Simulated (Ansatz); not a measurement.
Consider the ligand exchange at the Si–O bond: `[SiH3][O][GaH][Br]` + `OB(O)Br` → `OB(Br)O[SiH3]` + `[OH][GaH][Br]`.

Gas-phase electronic energies from Ansatz, PBE0-D4/def2-TZVP geometries. CCSD(T)/CBS is the MP2 limit (def2-TZVPP, def2-QZVPP) plus CCSD(T) − MP2 in def2-TZVPP, frozen cores. DFT in def2-TZVPP. For Br, Ga outer-core shells are correlated without core-valence functions, which leaves a few kJ/mol of doubt a bond. Scalar relativity is left out up to krypton. Each species was taken in one conformer, which may not be the lowest.

```tsv
level	ΔE (kJ/mol)	difference from CCSD(T)/CBS
B97M-V	8.5	1.4
CAM-B3LYP-D4	8.6	1.5
B2PLYP	8.1	1.0
revPBE	5.6	-1.5
PBE0	7.8	0.7
r2SCANh	7.2	0.1
CCSD/def2-SVP	17.9	10.8
MP2/def2-TZVPP	8.9	1.8
HF/def2-QZVPP	13.8	6.7
CCSD/CBS(def2)	8.1	1.0
CCSD(T)/CBS	7.1	0
```

Largest T1 diagnostic among the species: 0.012.

From BLYP to BHLYP (50 % exact exchange), in def2-TZVPP and without D4, ΔE moves by +4.9 kJ/mol. Leaving LDA and LC-ωPBE aside and taking each functional with its dispersion term where it has one, the values, not all of them listed here, spread over 6.1 kJ/mol, from revPBE-D4 to BHLYP-D4. At CCSD(T), def2-SVP lies +10.0 kJ/mol from the extrapolated value and def2-TZVPP +2.5 kJ/mol.
